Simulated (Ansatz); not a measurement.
Relaxing a trial structure of CHAuSi

The starting geometry of this gas-phase singlet was optimised with GFN2-xTB; its bonds are those of `[Si]=[CH][Au]`.

```xyz
4

C    -0.7334    0.0616   -0.0454
Au    0.4560   -0.7043   -1.5126
Si   -0.0283    0.1855    1.5442
H    -1.7304    0.3444   -0.3468
```

Q: Where would you expect an optimisation with PBE0-D3(BJ)/def2-SVP to take it?

A: A new bond forms, giving a structure given below by its coordinates. Contacts that close: Au2–Si3 (3.22 → 2.56 Å).

The energy falls by 0.35 eV over 9 steps:

```
step  E − E(last) (eV)
   1             0.353
   2             0.249
   3             0.129
   4             0.033
   5             0.015
   6             0.000
   7             0.000
   8             0.000
   9             0.000
```

Final geometry (Å):

```xyz
4

C    -0.9304    0.1473    0.0228
Au    0.5373   -0.6519   -1.1738
Si    0.2319    0.0288    1.2730
H    -1.8748    0.3630   -0.4825
```

No frequencies were run, so the end isn't proven a minimum. Atoms past krypton carry core potentials, without spin–orbit terms. Run with Ansatz 0.2.0, 32 s on 1 thread of Intel(R) Xeon(R) Processor @ 2.50GHz (Skylake/Cascade Lake), on a shared host.
